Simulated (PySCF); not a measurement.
Tc (technetium, neutral) across methods

[Kr] 4d5 5s1 6s1, high-spin 8S determinant (an excited configuration). Calculation: PySCF 2.14, in aug-cc-pVDZ-PP with ECP28MDF; scalar relativity through the core potential. The B2PLYP total includes its PT2 part (frozen core); its orbital energies are those of the SCF part.

```json
{"method": "BLYP", "E (hartree)": "-80.2182", "mean ε 4d α (eV)": "-11.578", "mean ε 5s α (eV)": "-8.665", "mean ε 6s α (eV)": "-1.406", "Σ⟨r²⟩ (bohr²)": "124.5", "⟨S²⟩": "15.750"}
{"method": "PBE", "E (hartree)": "-80.2795", "mean ε 4d α (eV)": "-11.909", "mean ε 5s α (eV)": "-8.881", "mean ε 6s α (eV)": "-1.614", "Σ⟨r²⟩ (bohr²)": "124.1", "⟨S²⟩": "15.750"}
{"method": "HSE06", "E (hartree)": "-80.2670", "mean ε 4d α (eV)": "-13.214", "mean ε 5s α (eV)": "-9.200", "mean ε 6s α (eV)": "-1.601", "Σ⟨r²⟩ (bohr²)": "124.9", "⟨S²⟩": "15.750"}
{"method": "LDA", "E (hartree)": "-80.0800", "mean ε 4d α (eV)": "-11.990", "mean ε 5s α (eV)": "-9.178", "mean ε 6s α (eV)": "-1.602", "Σ⟨r²⟩ (bohr²)": "123.3", "⟨S²⟩": "15.750"}
{"method": "UHF", "E (hartree)": "-79.72538", "mean ε 4d α (eV)": "-18.176", "mean ε 5s α (eV)": "-11.188", "mean ε 6s α (eV)": "-2.261", "Σ⟨r²⟩ (bohr²)": "127.1", "⟨S²⟩": "15.751"}
{"method": "M06-2X", "E (hartree)": "-80.1452", "mean ε 4d α (eV)": "-15.252", "mean ε 5s α (eV)": "-10.330", "mean ε 6s α (eV)": "-1.935", "Σ⟨r²⟩ (bohr²)": "126.0", "⟨S²⟩": "15.750"}
{"method": "B2PLYP", "E (hartree)": "-80.0818", "mean ε 4d α (eV)": "-15.136", "mean ε 5s α (eV)": "-10.050", "mean ε 6s α (eV)": "-1.868", "Σ⟨r²⟩ (bohr²)": "125.8", "⟨S²⟩": "15.750"}
{"method": "r2SCAN", "E (hartree)": "-80.3169", "mean ε 4d α (eV)": "-12.381", "mean ε 5s α (eV)": "-9.158", "mean ε 6s α (eV)": "-1.548", "Σ⟨r²⟩ (bohr²)": "124.0", "⟨S²⟩": "15.750"}
```

Problem. Estimate the same row for PBE0.

Solution. E (hartree) = -80.2684; mean ε 4d α (eV) = -13.632; mean ε 5s α (eV) = -9.560; mean ε 6s α (eV) = -1.837; Σ⟨r²⟩ (bohr²) = 124.7; ⟨S²⟩ = 15.750.

Energies and moments cover only the electrons outside the core potential. The outer electron is Rydberg-like, and this basis confines it to a smaller radius and binds it less than a complete one would.
